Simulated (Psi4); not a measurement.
F3Ga (SMILES [F][Ga]([F])[F]), singlet, at a GFN2-xTB geometry (such geometries of metal compounds can be far from the true shape), with bond 2-1 at 1.6 times its length. Base run: Psi4 1.11 with HF/aug-cc-pVDZ.

The Psi4 input:
```
memory 2 GB

molecule {
0 1
  Ga    0.00000000    0.00000000    0.00000000
  F    -2.35061264   -1.46654859    0.08241077
  F     0.00422448    1.59195676   -0.68322965
  F     1.46490843   -0.67536388    0.63172292
}

set basis aug-cc-pvdz

energy('scf')
print_variables()
```

Each row names what was changed in the base input (with any setting that the change needs).

```tsv
change	ΔE vs base (mEh)	SCF cycles	basis functions
base	0.000	10	105
d_convergence = 1e-4	0.000	9	105
damping_percentage = 20	0.002	17	105
scf_type = dfdirj+cosx	?	11	105
scf_initial_accelerator = none	0.000	10	105
d_convergence = 1e-8	0.000	12	105
df_basis_scf = def2-universal-jkfit	-483.5	10	105
df_basis_scf = cc-pvqz-jkfit	-483.6	10	105
puream = false	?	10	?
e_convergence = 1e-8	0.000	11	105
guess = core	0.000	14	105
soscf = true	0.000	6	105
basis_guess = true	0.000	9	105
```

### Question
Fill in the missing entries.

### Answer

- scf_type = dfdirj+cosx, ΔE vs base (mEh): -480.6
- puream = false, ΔE vs base (mEh): -2.821
- puream = false, basis functions: 114
